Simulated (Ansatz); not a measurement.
Molecular dynamics of ClF₃Ge₂H₄

input.yaml

```yaml
crystal:
  periodic: [false, false, false]
  atoms:
    - { symbol: Ge, position_ang: [0.279174, 0.335451, 0.035023] }
    - { symbol: Ge, position_ang: [0.036417, 0.001955, 2.786187] }
    - { symbol: H, position_ang: [-1.486123, -0.200439, 2.899202] }
    - { symbol: H, position_ang: [0.830954, -1.318237, 2.7981] }
    - { symbol: H, position_ang: [0.551446, 0.937289, 3.919055] }
    - { symbol: Cl, position_ang: [2.14598, -0.317726, -0.785607] }
    - { symbol: F, position_ang: [-0.791782, 1.102833, -1.097649] }
    - { symbol: F, position_ang: [-0.638513, -1.166728, 0.248288] }
    - { symbol: F, position_ang: [0.887682, 2.09768, 0.663377] }
    - { symbol: H, position_ang: [0.544966, 1.316622, 1.614323] }
basis:
  gaussian: { orbitals: def2-SVP }
hamiltonian:
  xc: pbe
md:
  timestep: 0.5
  n_steps: 200
  ensemble: nve
  temperature: 100.0
  initial_velocities: maxwell_boltzmann
  seed: 8000
```

Run as:

```bash
$ ansatz run input.yaml --threads 4 --pin off --max-ram 5120MiB --backend cpu --events-out ev --progress --plain --runs-dir out
```

It starts at the highest image of a converged band. Of that band: Neighbouring images differ by up to 1.3 eV, so the band resolves the path poorly. A vibrational analysis at the climbing image gives one clearly imaginary mode, 930i cm⁻¹: a first-order saddle point.

Output, in part (one step line in 4, the closing report, with atoms numbered from 0):

```
md step     0: t =     0.00 fs  T =   100.0 K  F+E_penalty+E_count = -133721.97791323 eV  E_kin = 0.103408 eV  conserved = -133721.87450523 eV  (29 SCF iters)
md step     4: t =     2.00 fs  T =    91.3 K  F+E_penalty+E_count = -133721.96887962 eV  E_kin = 0.094438 eV  conserved = -133721.87444160 eV  (31 SCF iters)
md step     8: t =     4.00 fs  T =    78.0 K  F+E_penalty+E_count = -133721.95501937 eV  E_kin = 0.080651 eV  conserved = -133721.87436817 eV  (32 SCF iters)
md step    12: t =     6.00 fs  T =    75.8 K  F+E_penalty+E_count = -133721.95275984 eV  E_kin = 0.078376 eV  conserved = -133721.87438403 eV  (32 SCF iters)
md step    16: t =     8.00 fs  T =    82.3 K  F+E_penalty+E_count = -133721.95950724 eV  E_kin = 0.085076 eV  conserved = -133721.87443076 eV  (32 SCF iters)
md step    20: t =    10.00 fs  T =    89.0 K  F+E_penalty+E_count = -133721.96648158 eV  E_kin = 0.092083 eV  conserved = -133721.87439862 eV  (32 SCF iters)
md step    24: t =    12.00 fs  T =   103.4 K  F+E_penalty+E_count = -133721.98130771 eV  E_kin = 0.106950 eV  conserved = -133721.87435775 eV  (32 SCF iters)
md step    28: t =    14.00 fs  T =   133.5 K  F+E_penalty+E_count = -133722.01252164 eV  E_kin = 0.138078 eV  conserved = -133721.87444315 eV  (31 SCF iters)
md step    32: t =    16.00 fs  T =   163.4 K  F+E_penalty+E_count = -133722.04347715 eV  E_kin = 0.168960 eV  conserved = -133721.87451714 eV  (31 SCF iters)
md step    36: t =    18.00 fs  T =   179.5 K  F+E_penalty+E_count = -133722.06008490 eV  E_kin = 0.185636 eV  conserved = -133721.87444879 eV  (31 SCF iters)
md step    40: t =    20.00 fs  T =   195.9 K  F+E_penalty+E_count = -133722.07696397 eV  E_kin = 0.202564 eV  conserved = -133721.87440024 eV  (31 SCF iters)
md step    44: t =    22.00 fs  T =   223.0 K  F+E_penalty+E_count = -133722.10505960 eV  E_kin = 0.230597 eV  conserved = -133721.87446277 eV  (30 SCF iters)
md step    48: t =    24.00 fs  T =   249.7 K  F+E_penalty+E_count = -133722.13273294 eV  E_kin = 0.258245 eV  conserved = -133721.87448800 eV  (32 SCF iters)
md step    52: t =    26.00 fs  T =   271.6 K  F+E_penalty+E_count = -133722.15527165 eV  E_kin = 0.280846 eV  conserved = -133721.87442535 eV  (32 SCF iters)
md step    56: t =    28.00 fs  T =   301.4 K  F+E_penalty+E_count = -133722.18606735 eV  E_kin = 0.311660 eV  conserved = -133721.87440691 eV  (28 SCF iters)
md step    60: t =    30.00 fs  T =   342.9 K  F+E_penalty+E_count = -133722.22900945 eV  E_kin = 0.354534 eV  conserved = -133721.87447510 eV  (29 SCF iters)
md step    64: t =    32.00 fs  T =   382.6 K  F+E_penalty+E_count = -133722.27015308 eV  E_kin = 0.395675 eV  conserved = -133721.87447839 eV  (28 SCF iters)
md step    68: t =    34.00 fs  T =   419.1 K  F+E_penalty+E_count = -133722.30783117 eV  E_kin = 0.433415 eV  conserved = -133721.87441648 eV  (30 SCF iters)
md step    72: t =    36.00 fs  T =   464.8 K  F+E_penalty+E_count = -133722.35508294 eV  E_kin = 0.480689 eV  conserved = -133721.87439402 eV  (29 SCF iters)
md step    76: t =    38.00 fs  T =   525.0 K  F+E_penalty+E_count = -133722.41735992 eV  E_kin = 0.542934 eV  conserved = -133721.87442549 eV  (29 SCF iters)
md step    80: t =    40.00 fs  T =   592.6 K  F+E_penalty+E_count = -133722.48726285 eV  E_kin = 0.612791 eV  conserved = -133721.87447198 eV  (28 SCF iters)
md step    84: t =    42.00 fs  T =   657.2 K  F+E_penalty+E_count = -133722.55409588 eV  E_kin = 0.679618 eV  conserved = -133721.87447778 eV  (28 SCF iters)
md step    88: t =    44.00 fs  T =   716.5 K  F+E_penalty+E_count = -133722.61542060 eV  E_kin = 0.740947 eV  conserved = -133721.87447399 eV  (28 SCF iters)
md step    92: t =    46.00 fs  T =   770.0 K  F+E_penalty+E_count = -133722.67079527 eV  E_kin = 0.796288 eV  conserved = -133721.87450757 eV  (28 SCF iters)
md step    96: t =    48.00 fs  T =   811.4 K  F+E_penalty+E_count = -133722.71358551 eV  E_kin = 0.839078 eV  conserved = -133721.87450763 eV  (28 SCF iters)
md step   100: t =    50.00 fs  T =   840.9 K  F+E_penalty+E_count = -133722.74402848 eV  E_kin = 0.869564 eV  conserved = -133721.87446400 eV  (28 SCF iters)
md step   104: t =    52.00 fs  T =   868.0 K  F+E_penalty+E_count = -133722.77199600 eV  E_kin = 0.897564 eV  conserved = -133721.87443229 eV  (27 SCF iters)
md step   108: t =    54.00 fs  T =   899.7 K  F+E_penalty+E_count = -133722.80483295 eV  E_kin = 0.930391 eV  conserved = -133721.87444152 eV  (28 SCF iters)
md step   112: t =    56.00 fs  T =   934.0 K  F+E_penalty+E_count = -133722.84029813 eV  E_kin = 0.965826 eV  conserved = -133721.87447177 eV  (27 SCF iters)
md step   116: t =    58.00 fs  T =   964.6 K  F+E_penalty+E_count = -133722.87191010 eV  E_kin = 0.997440 eV  conserved = -133721.87447006 eV  (28 SCF iters)
md step   120: t =    60.00 fs  T =   991.3 K  F+E_penalty+E_count = -133722.89958243 eV  E_kin = 1.025118 eV  conserved = -133721.87446477 eV  (28 SCF iters)
md step   124: t =    62.00 fs  T =  1014.0 K  F+E_penalty+E_count = -133722.92311157 eV  E_kin = 1.048607 eV  conserved = -133721.87450494 eV  (28 SCF iters)
md step   128: t =    64.00 fs  T =  1024.6 K  F+E_penalty+E_count = -133722.93404553 eV  E_kin = 1.059539 eV  conserved = -133721.87450666 eV  (28 SCF iters)
md step   132: t =    66.00 fs  T =  1022.5 K  F+E_penalty+E_count = -133722.93184087 eV  E_kin = 1.057387 eV  conserved = -133721.87445385 eV  (27 SCF iters)
md step   136: t =    68.00 fs  T =  1018.9 K  F+E_penalty+E_count = -133722.92802225 eV  E_kin = 1.053603 eV  conserved = -133721.87441971 eV  (28 SCF iters)
md step   140: t =    70.00 fs  T =  1021.6 K  F+E_penalty+E_count = -133722.93088907 eV  E_kin = 1.056464 eV  conserved = -133721.87442511 eV  (29 SCF iters)
md step   144: t =    72.00 fs  T =  1030.2 K  F+E_penalty+E_count = -133722.93974802 eV  E_kin = 1.065311 eV  conserved = -133721.87443742 eV  (27 SCF iters)
md step   148: t =    74.00 fs  T =  1042.4 K  F+E_penalty+E_count = -133722.95237346 eV  E_kin = 1.077950 eV  conserved = -133721.87442390 eV  (28 SCF iters)
md step   152: t =    76.00 fs  T =  1060.9 K  F+E_penalty+E_count = -133722.97151972 eV  E_kin = 1.097086 eV  conserved = -133721.87443333 eV  (27 SCF iters)
md step   156: t =    78.00 fs  T =  1082.5 K  F+E_penalty+E_count = -133722.99385117 eV  E_kin = 1.119347 eV  conserved = -133721.87450388 eV  (28 SCF iters)
md step   160: t =    80.00 fs  T =  1092.8 K  F+E_penalty+E_count = -133723.00456677 eV  E_kin = 1.130051 eV  conserved = -133721.87451539 eV  (28 SCF iters)
md step   164: t =    82.00 fs  T =  1089.6 K  F+E_penalty+E_count = -133723.00120201 eV  E_kin = 1.126747 eV  conserved = -133721.87445526 eV  (28 SCF iters)
md step   168: t =    84.00 fs  T =  1085.4 K  F+E_penalty+E_count = -133722.99683489 eV  E_kin = 1.122408 eV  conserved = -133721.87442650 eV  (27 SCF iters)
md step   172: t =    86.00 fs  T =  1087.3 K  F+E_penalty+E_count = -133722.99877056 eV  E_kin = 1.124337 eV  conserved = -133721.87443322 eV  (28 SCF iters)
md step   176: t =    88.00 fs  T =  1094.5 K  F+E_penalty+E_count = -133723.00619414 eV  E_kin = 1.131769 eV  conserved = -133721.87442501 eV  (28 SCF iters)
md step   180: t =    90.00 fs  T =  1109.1 K  F+E_penalty+E_count = -133723.02129087 eV  E_kin = 1.146900 eV  conserved = -133721.87439043 eV  (28 SCF iters)
md step   184: t =    92.00 fs  T =  1138.4 K  F+E_penalty+E_count = -133723.05161153 eV  E_kin = 1.177222 eV  conserved = -133721.87438982 eV  (29 SCF iters)
md step   188: t =    94.00 fs  T =  1181.4 K  F+E_penalty+E_count = -133723.09615065 eV  E_kin = 1.221689 eV  conserved = -133721.87446180 eV  (27 SCF iters)
md step   192: t =    96.00 fs  T =  1223.1 K  F+E_penalty+E_count = -133723.13925953 eV  E_kin = 1.264760 eV  conserved = -133721.87449905 eV  (28 SCF iters)
md step   196: t =    98.00 fs  T =  1254.7 K  F+E_penalty+E_count = -133723.17192792 eV  E_kin = 1.297446 eV  conserved = -133721.87448209 eV  (28 SCF iters)
md step   200: t =   100.00 fs  T =  1278.8 K  F+E_penalty+E_count = -133723.19687279 eV  E_kin = 1.322388 eV  conserved = -133721.87448468 eV  (29 SCF iters)
Total energy: -133723.19691409 eV, -4914.2368457545 hartree
Atom 0 at     0.393921     0.623036    -0.441300 Å, force    -0.238510     0.428341    -0.018702 eV/Å
Atom 1 at    -0.067333    -0.317203     3.405542 Å, force    -0.011664    -0.223884     0.936527 eV/Å
Atom 2 at    -1.573574    -0.026165     3.148734 Å, force     0.204812     0.036189    -0.049080 eV/Å
Atom 3 at     0.235435    -1.833462     3.173064 Å, force    -0.020119     0.291327    -0.047709 eV/Å
Atom 4 at     0.230908    -0.008511     4.934173 Å, force    -0.114782    -0.108216    -0.423410 eV/Å
Atom 5 at     2.147980    -0.466516    -0.836818 Å, force     0.405947     0.042656    -0.496772 eV/Å
Atom 6 at    -0.958630     0.749102    -1.510910 Å, force     0.403616     0.330737    -0.549167 eV/Å
Atom 7 at    -0.394621    -0.443343     0.641650 Å, force    -0.441372    -0.347208     0.811334 eV/Å
Atom 8 at     0.799943     2.233195     0.092466 Å, force    -0.216150    -0.542283    -0.099197 eV/Å
Atom 9 at     0.887399     0.589830     2.605132 Å, force     0.028221     0.092339    -0.063825 eV/Å
Dipole moment:     0.242389    -0.028568    -0.233631 e Å
```

All steps were run. The conserved energy stayed within 0.015 meV per atom of its start (net change 0.002 meV per atom), so the integration is sound. The kinetic energy rose, since the run started high on the potential surface and went downhill. It ends in pieces (ClF3Ge + GeH4), so much of that is their flight and rotation, not heat. A run of 0.1 ps of so small a system gives no equilibrium averages. The orbitals stay closed-shell, which can raise the energy where a bond breaks towards radicals; this wasn't checked here.

Between its relaxed ends the band would form Ge1–F9, Ge2–H10 and break Ge1–Ge2, F9–H10. These pairs go: Ge1–F9 1.97 → 1.74 Å, Ge2–H10 1.83 → 1.54 Å, Ge1–Ge2 2.78 → 3.99 Å, F9–H10 1.28 → 3.00 Å. In the last frame they stand as after the step (other bonds may differ from the relaxed reactants and products). Also parted: Ge1–H10 1.88 → 3.09 Å. It ends as ClF3Ge + GeH4. Pairs count as bonded within 1.25 times the sum of covalent radii (0.12 Å more for H–H).

Last frame:

```xyz
10
Properties=species:S:1:pos:R:3
Ge 0.394 0.623 -0.441
Ge -0.067 -0.317 3.405
H -1.574 -0.026 3.149
H 0.235 -1.833 3.173
H 0.231 -0.009 4.934
Cl 2.148 -0.467 -0.837
F -0.959 0.749 -1.511
F -0.395 -0.443 0.642
F 0.800 2.233 0.092
H 0.887 0.590 2.605
```

Run time: 5.8 min on 4 threads of Arm Neoverse V1, on a shared host, peak memory 0.25 GiB.
